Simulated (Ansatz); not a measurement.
A run on `[OH][In]([Br])[Br]` with other settings.

```yaml
crystal:
  periodic: [false, false, false]
  atoms:
    - {symbol: O, position_ang: [-0.236193, 1.558027, -0.040815]}
    - {symbol: In, position_ang: [-0.118032, -0.400281, -0.123998]}
    - {symbol: Br, position_ang: [1.736777, -1.535137, 1.001007]}
    - {symbol: Br, position_ang: [-1.820545, -1.634214, -1.343238]}
    - {symbol: H, position_ang: [0.487894, 1.937903, 0.465545]}
basis:
  gaussian: {orbitals: def2-TZVPD}
total_charge: -1
magnetization: {spin_polarized: true, initial_magnetization: 1}
hamiltonian: {xc: {name: HF}}
correlation: {active_space: {window: {electrons: 40, orbitals: 30}}}
scf: {lower_state_search: full}
output: {forces: true}
```

```sh
$ ansatz run in.yaml --threads 4 --pin off --events-out ev --progress --plain --max-ram 10444MiB
```

Shortened log:

```
Error: invalid value for `correlation.active_space`: it starts from restricted Hartree–Fock orbitals; set hamiltonian.xc: hf without magnetization.spin_polarized
```
